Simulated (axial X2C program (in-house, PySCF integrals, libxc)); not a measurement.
**Curves of CrNC from open-shell CI on d4 s1 p(π)0**

Computed with an in-house all-electron X2C program for linear molecules (integrals from PySCF): two-component X2C with atomic mean-field Coulomb and Gaunt terms, basis Cr dyall-v3z, N dyall-av3z, C dyall-v3z (cores contracted in-house). Orbitals come from Hartree–Fock averaged over the configuration Cr d4 s1 p(π)0; CI then distributes these electrons over the d, s, p(π) shells of Cr.

Scan along the Cr–N bond with NC moving as one mass, its bond held at 1.170 Å; masses Cr 51.941 u, N 14.003 u, C 12.000 u. Energies in cm⁻¹ from the lowest point; levels are followed by energy order within each Ω. Lowest level at 2.028 Å: 96% d4 s1.

| R (Å) | (1)Ω=1/2 | (1)Ω=3/2 | (1)Ω=5/2 | (2)Ω=3/2 | (2)Ω=1/2 | (3)Ω=1/2 | (3)Ω=3/2 |
| --- | --- | --- | --- | --- | --- | --- | --- |
| 1.886 | 688 | 691 | 697 | 5787 | 5830 | 5875 | 5920 |
| 1.957 | 0 | 3 | 10 | 4507 | 4550 | 4596 | 4640 |
| 2.028 | 36 | 40 | 48 | 4012 | 4055 | 4101 | 4145 |
| 2.109 | 707 | 712 | 721 | 4147 | 4190 | 4236 | 4280 |
| 2.190 | 1838 | 1843 | 1853 | 4811 | 4854 | 4901 | 4944 |
| 2.281 | 3456 | 3461 | 3473 | 5980 | 6022 | 6070 | 6112 |
| 2.393 | 5725 | 5732 | 5746 | 7791 | 7832 | 7882 | 7923 |

Q: Fit the curves (1)Ω=1/2, (1)Ω=3/2, (1)Ω=5/2, (2)Ω=3/2, (2)Ω=1/2, (3)Ω=1/2, (3)Ω=3/2 near their minima.

A: From the open-shell CI curves, Te from the lowest:

```
   level  Te (cm⁻¹)  Re (Å)  ωe (cm⁻¹)
(1)Ω=1/2          0   1.987      492.0
(1)Ω=3/2          4   1.987      492.1
(1)Ω=5/2         11   1.987      492.2
(2)Ω=3/2       4045   2.051      449.4
(2)Ω=1/2       4088   2.051      449.4
(3)Ω=1/2       4133   2.051      449.5
(3)Ω=3/2       4177   2.051      449.4
```

Without dynamic correlation distances can be off by several hundredths of an Å (long for ionic bonds, short for multiple bonds) and the wavenumbers are rough.

The 7 lowest curves are shown; the next is (2)Ω=5/2, from 4190 cm⁻¹.

Dynamic correlation is missing, so gaps between terms are too wide and other configurations may lie lower; the lowest level listed is that of this model, not necessarily the ground state. For d shells the ligand-field splittings (σ, π, δ) and their order can be off by a thousand cm⁻¹ or more. At most 4 roots were kept for each Ω > 0 (twice that for Ω = 0) within 3.2 eV of the lowest, so higher up levels can be missing between those listed; levels with Ω > 0 are doubly degenerate and listed once, Ω = 0 levels singly. States that fill the shells left empty in the average are placed too high. The molecule was held linear; bending was not examined.
